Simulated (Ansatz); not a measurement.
C₂H₈ClGeNSi, SMILES `C=C[N]([GeH3])[SiH2]Cl`. The species carries charge 0 and has multiplicity 1.

Cartesian coordinates in Å:
```
C 2.085 0.610 0.428
C 0.964 0.023 0.845
N -0.179 -0.237 0.092
Ge -0.209 0.285 -1.698
Si -1.597 -0.815 0.868
Cl -2.829 0.706 1.517
H 2.912 0.733 1.113
H 2.222 0.980 -0.582
H 0.903 -0.315 1.878
H -1.599 -0.116 -2.205
H 0.006 1.801 -1.792
H 0.906 -0.465 -2.440
H -1.197 -1.581 2.069
H -2.389 -1.608 -0.094
```

(1) List the harmonic frequencies (cm⁻¹, unscaled) at PBE0-D4/def2-TZVP in Ansatz. (Best estimate.)

(2) Is this a minimum?

(3) Give the ideal-gas thermochemistry at 298.15 K and 1 bar (rigid rotor, harmonic oscillator; point group C1, symmetry number 1).

(4) And at 400, 500, 600, 800 and 1000 K?

(5) Rotational constants (cm⁻¹)?

## Answers

(1) The calculation gave: 31, 72, 137, 170, 183, 202, 273, 450, 484, 544, 579, 619, 650, 704, 761, 826, 839, 868, 879, 889, 928, 943, 998, 1094, 1226, 1359, 1450, 1697, 2169, 2170, 2188, 2255, 2273, 3143, 3172, 3266.

(2) Yes, all 36 modes are real.

(3) Zero-point energy 242.2 kJ/mol; H(298) − E = 268.9 kJ/mol; entropy 408.9 J/(mol·K), of which translation 173.8, rotation 125.0, vibration 110.1; G(298) − E = 147.0 kJ/mol. Modes under 100 cm⁻¹ are hindered rotations or soft bends, so the harmonic entropy is rough.

(4) 
```json
{"T (K)": "400", "H − E (kJ/mol)": "285.1", "S (J/mol/K)": "455.5", "G − E (kJ/mol)": "102.9"}
{"T (K)": "500", "H − E (kJ/mol)": "303.8", "S (J/mol/K)": "497.2", "G − E (kJ/mol)": "55.3"}
{"T (K)": "600", "H − E (kJ/mol)": "324.7", "S (J/mol/K)": "535.1", "G − E (kJ/mol)": "3.6"}
{"T (K)": "800", "H − E (kJ/mol)": "371.2", "S (J/mol/K)": "601.9", "G − E (kJ/mol)": "-110.3"}
{"T (K)": "1000", "H − E (kJ/mol)": "422.6", "S (J/mol/K)": "659.1", "G − E (kJ/mol)": "-236.5"}
```

(5) 0.0697, 0.02963, 0.02392.
